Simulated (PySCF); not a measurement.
# Basis and Hamiltonian dependence of the ionisation energy of Ne⁺

Ne⁺ [He] 2s2 2p5 (2P) → Ne²⁺ [He] 2s2 2p4 (3P). Calculated with PySCF 2.14 from differences of total energies of unrestricted determinants, without spin-orbit coupling. Values in eV.

| basis | Hamiltonian | functions | UHF | LDA | PBE0 | MP2 (valence) | CCSD(T) (valence) | CCSD(T) (valence and next inner shell) |
| --- | --- | --- | --- | --- | --- | --- | --- | --- |
| x2c-SVPall | spin-free X2C | 14 | 39.526 | 41.662 | n/a | 40.640 | 40.593 | n/a |
| cc-pVDZ | non-relativistic | 14 | 39.416 | n/a | n/a | 40.506 | 40.459 | n/a |
| jorge-DZP-DKH | spin-free X2C | 15 | 39.436 | n/a | n/a | 40.385 | 40.365 | n/a |
| aug-cc-pVDZ-DK | spin-free X2C | 23 | 39.300 | 41.497 | 41.058 | 40.513 | 40.480 | n/a |
| aug-cc-pVDZ | non-relativistic | 23 | 39.321 | 41.516 | 41.077 | 40.532 | 40.499 | n/a |
| aug-cc-pwCVDZ | non-relativistic | 27 | 39.302 | 41.511 | 41.058 | 40.545 | 40.502 | 40.517 |
| ANO-RCC-VTZP | spin-free X2C | 30 | 39.249 | 41.440 | 40.993 | 40.736 | 40.698 | 40.710 |
| pcseg-2 | non-relativistic | 30 | 39.330 | 41.460 | n/a | 40.742 | 40.706 | n/a |
| aug-cc-pVTZ-DK | spin-free X2C | 46 | 39.247 | 41.414 | 40.990 | 40.746 | 40.709 | n/a |
| dyall-av3z | non-relativistic | 71 | 39.272 | 41.450 | 41.010 | 40.793 | 40.757 | n/a |
| aug-cc-pVQZ | non-relativistic | 80 | 39.267 | 41.442 | 41.005 | 40.888 | 40.853 | n/a |
| aug-cc-pVQZ-DK | spin-free X2C | 80 | 39.249 | 41.425 | 40.988 | 40.871 | 40.836 | n/a |
| aug-cc-pVQZ with one added diffuse shell each of s, p, d, f, g type | non-relativistic | 105 | 39.268 | 41.442 | 41.006 | 40.890 | n/a | n/a |
| aug-cc-pwCVQZ | non-relativistic | 109 | 39.266 | 41.443 | 41.005 | 40.902 | n/a | n/a |

Extrapolation of CCSD(T) (valence) from aug-cc-pVTZ-DK and aug-cc-pVQZ-DK: the correlation parts are 1.461 and 1.588 eV; with the X⁻³ form and unrounded values, (4³ × 1.588 − 3³ × 1.461)/(4³ − 3³) = 1.680 eV, and adding the Hartree-Fock value 39.249 eV of the larger basis gives 40.929 eV.

Frozen in the all-electron rows: valence: 1s2; valence and next inner shell: nothing.

Between the lowest levels the reference is 40.963 eV (measured; NIST Atomic Spectra Database, ionization energies); it includes spin-orbit coupling, which these numbers lack.
